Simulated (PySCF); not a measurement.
# Electron correlation in Ca²⁺ (calcium, charge +2)

[Ar], closed-shell 1S. Computed with PySCF 2.14 in pcseg-2 (6s4p3d, 33 functions), with the non-relativistic Hamiltonian (point nucleus). Frozen: [Ne] 3s2; 6 electrons correlated.

Total MP2 correlation energy: -130.31 mhartree.

Same-spin part -39.39 and opposite-spin part -90.92 mhartree; SCS-MP2 scales them by 1/3 and 6/5 to -122.24 mhartree.

```tsv
level	correlation energy (mhartree)
CCSD	-146.71
(T)	-0.87
CCSD(T)	-147.58
```

Diagnostics: T1 = 0.0019, D1 = 0.0026, largest double amplitude 0.029.

Cost of the coupled-cluster step: 0.07 s of wall time on 1 thread of Neoverse-V2 (shared host), for 6 correlated electrons.

Iterations:

```
CC2 = 0
CCSD nocc = 3, nmo = 27
frozen orbitals [0, 1, 2, 3, 4, 5]
max_cycle = 100
direct = 0
conv_tol = 1e-08
conv_tol_normt = 1e-06
diis_space = 8
diis_start_cycle = 0
Init t2, MP2 energy = -676.270186681072  E_corr(MP2) -0.130313458327478
Init E_corr(CCSD) = -0.130313458330478
cycle = 1  E_corr(CCSD) = -0.144300789914952  dE = -0.0139873316  norm(t1,t2) = 0.0180991
cycle = 2  E_corr(CCSD) = -0.146143310072694  dE = -0.00184252016  norm(t1,t2) = 0.00452736
cycle = 3  E_corr(CCSD) = -0.146716221642209  dE = -0.00057291157  norm(t1,t2) = 0.0014726
cycle = 4  E_corr(CCSD) = -0.146707305233706  dE = 8.9164085e-06  norm(t1,t2) = 9.75407e-05
cycle = 5  E_corr(CCSD) = -0.146707940511486  dE = -6.35277781e-07  norm(t1,t2) = 9.83239e-06
cycle = 6  E_corr(CCSD) = -0.146707991355789  dE = -5.08443027e-08  norm(t1,t2) = 7.46596e-07
cycle = 7  E_corr(CCSD) = -0.146707982252478  dE = 9.10331149e-09  norm(t1,t2) = 1.13356e-07
CCSD converged
E(CCSD) = -676.2865812049969  E_corr = -0.1467079822524776
CCSD(T) correction = -0.000866343232657216
```
